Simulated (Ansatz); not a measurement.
Level of theory: frozen-core CCSD(T)/def2-TZVPP // PBE0-D4/def2-TZVP run with Ansatz (a quantum-chemistry and plane-wave program).

Ansatz 0.2 input:
```yaml
crystal:
  periodic: [false, false, false]
  atoms:
    - { symbol: C, position_ang: [-1.618011, -0.974011, 0.441606] }
    - { symbol: In, position_ang: [0.044793, 0.272257, -0.099133] }
    - { symbol: C, position_ang: [2.160973, -0.077046, -0.085081] }
    - { symbol: S, position_ang: [-0.553536, 2.475392, -0.871203] }
    - { symbol: H, position_ang: [-1.290464, -1.888708, 0.935664] }
    - { symbol: H, position_ang: [-2.176235, -1.238226, -0.458582] }
    - { symbol: H, position_ang: [-2.284813, -0.424022, 1.107243] }
    - { symbol: H, position_ang: [2.68683, 0.780097, -0.504244] }
    - { symbol: H, position_ang: [2.504056, -0.239545, 0.938389] }
    - { symbol: H, position_ang: [2.401732, -0.967019, -0.668888] }
    - { symbol: H, position_ang: [-1.875324, 2.280832, -0.735771] }
basis:
  gaussian: { orbitals: def2-TZVPP }
correlation:
  method: ccsd_t
```

Output:

```
Functional definition: HF
1620 factors; integrals over basis functions are off by at most 9.8e-4 eV
mean field evaluation 1: about -18136.1120 eV, gradient 3.7e1 eV
mean field evaluation 2: about -18136.1754 eV, gradient 3.7e1 eV
mean field evaluation 4: about -18139.7357 eV, gradient 3.1e0 eV
mean field evaluation 8: about -18139.7858 eV, gradient 2.4e-1 eV
mean field evaluation 16: about -18139.0381 eV, gradient 1.6e1 eV
mean field -18139.78619473 eV, -666.6248470675 hartree, gradient 6.6e-6 eV, S^2 0.000000; 0 other end points of the search recorded, 0 dependent functions left out
11 core orbitals not correlated
reference -18139.78619473 eV, -666.6248470675 hartree; 17, 17 occupied and 224, 224 virtual orbitals, 1620 factors
second order -22.68763507 eV of doubles, -0.00000000 eV of singles
cycle   1  -23.10240053 eV  change   -4.1e-1 eV  update   1.0e-1
cycle   2  -23.64881465 eV  change   -5.5e-1 eV  update   2.9e-2
cycle   3  -23.74390664 eV  change   -9.5e-2 eV  update   1.5e-2
cycle   4  -23.73601978 eV  change    7.9e-3 eV  update   3.8e-3
cycle   5  -23.73477455 eV  change    1.2e-3 eV  update   1.8e-3
cycle   6  -23.73485232 eV  change   -7.8e-5 eV  update   5.3e-4
cycle   7  -23.73463725 eV  change    2.2e-4 eV  update   2.1e-4
cycle   8  -23.73465812 eV  change   -2.1e-5 eV  update   7.6e-5
cycle   9  -23.73468403 eV  change   -2.6e-5 eV  update   2.7e-5
perturbative correction -0.91218347 eV, -0.0335221243 hartree
Total energy: -18164.43306222 eV, -667.5306027418 hartree
```

Cost: around 11 core-minutes (rough).
